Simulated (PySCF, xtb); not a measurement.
Si(F)2 anion (F2Si), SMILES [Si](F)F (connectivity only; charge and spin as stated), charge -1, multiplicity 2.

Harmonic wavenumbers (cm⁻¹) from GFN2-xTB in xtb at its own minimum, in rising order: 125, 241, 342.

What does PySCF with PBE0-D3(BJ)/def2-TZVPD give at its own minimum? (An estimate is asked for; the answer gives what the named calculation found.)

302, 668, 685. Paired by order, the mean absolute difference is 316 cm⁻¹ and the zero-point energies are 1.0 and 2.4 kcal/mol.
